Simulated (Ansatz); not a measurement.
The same path of GeH$_{4}$ (5 atoms, charge 0, multiplicity 1) was run twice with different band settings. Lost on the way: Ge1–H2, Ge1–H3. Made: H2–H3.

Computed with RKS BHLYP/def2-SVPD (Ansatz).

Relaxed end points:

```xyz
5
Properties=species:S:1:pos:R:3
Ge 0.255 0.000 0.181
H 0.255 0.000 1.709
H 1.696 0.000 -0.329
H -0.465 1.248 -0.329
H -0.465 -1.248 -0.329
```

```xyz
5
Properties=species:S:1:pos:R:3
Ge 0.181 0.000 -0.820
H 0.872 0.000 1.189
H 1.505 0.000 0.742
H -0.641 1.145 -0.104
H -0.641 -1.145 -0.104
```

Common settings: movable images 5; climbing image yes; spring 5.0 eV/Å²; start path through a guess of the saddle point; force threshold 0.03 eV/Å; iteration limit 60; end points relaxed.

| run | optimiser |
| --- | --- |
| 1 | quadratic models (default) |
| 2 | fire |

Question: What does each run give, and how far can it be trusted?

Answer: Run 1: converged after 8 iterations, highest image 2.545 eV above the first end. A vibrational analysis at the climbing image gives one clearly imaginary mode, 1375i cm⁻¹: a first-order saddle point.
Run 2: converged after 33 iterations, highest image 2.545 eV above the first end. Another band between the same ends (5 images) ends at a top of the same energy, where a vibrational analysis finds 1 clearly imaginary mode.
The orbitals stay closed-shell, which can raise the energy where a bond breaks towards radicals; this wasn't checked here.
